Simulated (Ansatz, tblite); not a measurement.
Cost and result up the ladder for the cluster Mg₂O₂⁻ (4 atoms). The state is a doublet with charge -1. Geometry: B3LYP-D4/def2-TZVPD.

```xyz
4

Mg   -0.8769    0.7970   -0.3336
Mg    0.8769   -0.7970    0.3335
O     0.8534    1.0944    0.3716
O    -0.8534   -1.0945   -0.3715
```

Ansatz on 4 threads of Arm Neoverse V2 on a shared host; xTB runs through tblite on one thread. Times are rough, summed over both states, and most runs start from the orbitals of an earlier one. PBE0-D4/def2-TZVPD serves as the yardstick here, not as an exact answer. The other state is a singlet.

The xTB rows come from tblite. The structure comes from a short search, and lower isomers may exist.

Run but left out: HF/def2-TZVPPD, MP2/def2-TZVPPD, CCSD/def2-TZVPPD, CCSD(T)/def2-TZVPPD (doublet: ⟨S²⟩ 1.49, where a pure state has 0.75).

Raw xTB energies of ions are shifted by several eV, and xTB has no spin-polarisation term.

```json
{"level": "GFN1-xTB", "functions": "16", "wall time": "0.004 s", "vertical IE (eV)": "6.00", "difference from PBE0-D4/def2-TZVPD (eV)": "4.69", "remarks": "–"}
{"level": "GFN2-xTB", "functions": "26", "wall time": "0.006 s", "vertical IE (eV)": "6.19", "difference from PBE0-D4/def2-TZVPD (eV)": "4.88", "remarks": "–"}
{"level": "PBE-D4/def2-TZVPD (with forces)", "functions": "150", "wall time": "2.9 s", "vertical IE (eV)": "1.42", "difference from PBE0-D4/def2-TZVPD (eV)": "0.11", "remarks": "HOMO above zero (-1 doublet)"}
{"level": "PBE0-D4/def2-TZVPD", "functions": "150", "wall time": "3.8 s", "vertical IE (eV)": "1.30", "difference from PBE0-D4/def2-TZVPD (eV)": "0.00", "remarks": "HOMO above zero (-1 doublet)"}
{"level": "r2SCAN-D4/def2-TZVPD", "functions": "150", "wall time": "6.5 s", "vertical IE (eV)": "1.39", "difference from PBE0-D4/def2-TZVPD (eV)": "0.09", "remarks": "HOMO above zero (-1 doublet)"}
```
